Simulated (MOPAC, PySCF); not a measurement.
[Zn(F)(Br)], neutral singlet in the gas phase. 

Cartesian coordinates (Å):
```xyz
3

Zn    -0.0270     0.0004     0.0349
F      1.0424    -0.0167    -1.3478
Br    -1.3893     0.0223     1.7963
```
Charge 0, spin multiplicity 1.

All levels are single points at this geometry (PBE-D3(BJ)/def2-SVP); Pople sets use spherical d functions. Orbital energies aren't observables, and empty levels follow the basis.

```
level                                   HOMO (eV)  LUMO (eV)  gap (eV)  dipole (D)  vertical IE, Delta-SCF (eV)
--------------------------------------  ---------  ---------  --------  ----------  ---------------------------
B3LYP-D3(BJ)/def2-TZVP in PySCF             -8.61      -2.29      6.32        1.00                            –
TPSSh-D3(BJ)/def2-TZVP in PySCF             -8.17      -2.31      5.86        0.88                            –
B3LYP/LANL2DZ in PySCF                      -8.57      -2.54      6.04        0.51                            –
BP86/6-31G* (LANL2DZ on Zn) in PySCF        -7.48      -2.87      4.61        0.01                            –
M06-2X/6-31G* (LANL2DZ on Zn) in PySCF      -9.96      -1.25      8.71        0.14                            –
SVWN5/6-31G* (LANL2DZ on Zn) in PySCF       -7.55      -3.08      4.47        0.07                            –
HF/STO-3G in PySCF                          -5.28       5.38     10.66        1.57                            –
PM3 in MOPAC                               -12.38      -2.28     10.11        0.57                            –
PM7 in MOPAC                               -10.68       0.70     11.38        1.59                            –
```
